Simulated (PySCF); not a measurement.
C₃H₉MgN.

```xyz
14

Mg     0.0515     0.7964     0.6751
C     -0.2794    -0.4683    -1.0002
C     -1.2285    -1.6327    -0.6772
C      1.0312    -0.9877    -1.6112
H     -0.7752     0.1649    -1.7617
H     -1.4171    -2.2690    -1.5662
H     -0.8144    -2.3025     0.0982
H     -2.2139    -1.2905    -0.3159
H      1.7023    -0.1729    -1.9340
H      0.8470    -1.6225    -2.5022
H      1.6008    -1.6131    -0.9001
N      0.3468     1.9286     2.1723
H      1.1380     2.5537     2.3162
H     -0.2529     2.0267     2.9897
```

Geometry optimised at B3LYP-D3(BJ)/def2-SVP. The structure was generated by enumeration; whether it is a known compound was not checked. Other conformers were not sampled.

Level of theory: PBE/pcSseg-1 in PySCF. Non-relativistic, no solvent.

Computed absolute GIAO shielding of each atom: isotropic value and principal components (ppm):
```
atom  σ(iso)    σ11    σ22    σ33   span
----  ------  -----  -----  -----  -----
Mg1    452.6  337.5  349.8  670.4  332.9
C2     162.4  153.1  165.3  168.9   15.8
C3     152.5  133.4  144.9  179.2   45.8
C4     152.4  133.3  144.9  179.2   45.8
H5      30.3   27.0   29.2   34.9    7.9
H6      29.7   25.9   27.1   36.0   10.1
H7      29.8   25.9   28.6   34.9    9.0
H8      29.5   25.3   28.0   35.2    9.9
H9      29.5   25.3   28.0   35.2    9.9
H10     29.7   25.9   27.2   36.0   10.1
H11     29.8   25.9   28.6   35.0    9.1
N12    290.6  249.8  307.4  314.6   64.7
H13     32.8   25.6   28.1   44.7   19.1
H14     32.8   25.6   28.1   44.7   19.1
```
